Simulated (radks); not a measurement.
Dy27+, 39 electrons, occupied as [Kr] 4d3. Calculated with a radial shooting solver on a logarithmic mesh with Libxc functionals: scalar-relativistic Kohn-Sham, PBE, spin-polarised, spherical densities, finite nucleus; open shells are filled with parallel spins first (spin-orbit coupling, left out, can overturn this in heavy ions); Fermi nuclear charge, rms radius 5.2218 fm.

Normalised radial functions P(r) = r R(r), r in bohr:

r	3d down
0.0007593	0.0000
0.0009653	0.0000
0.001237	0.0000
0.001572	0.0001
0.002015	0.0001
0.002562	0.0003
0.003283	0.0006
0.004173	0.0011
0.005348	0.0021
0.006798	0.0040
0.008711	0.0079
0.01107	0.0150
0.01419	0.0288
0.01804	0.0534
0.02312	0.0991
0.02939	0.1756
0.03766	0.3070
0.04788	0.5063
0.06135	0.8057
0.07799	1.1860
0.09995	1.6323
0.1271	2.0230
0.1615	2.2388
0.207	2.1499
0.2631	1.7410
0.3372	1.1254
0.4286	0.5693
0.5493	0.2014
0.6983	0.0489
0.8948	0.0066
1.138	0.0005
1.458	0.0000

3d down: eigenvalue -2187.6 eV, 0 radial nodes, <r> = 0.210 bohr, 90 % of the charge inside 0.325 bohr.
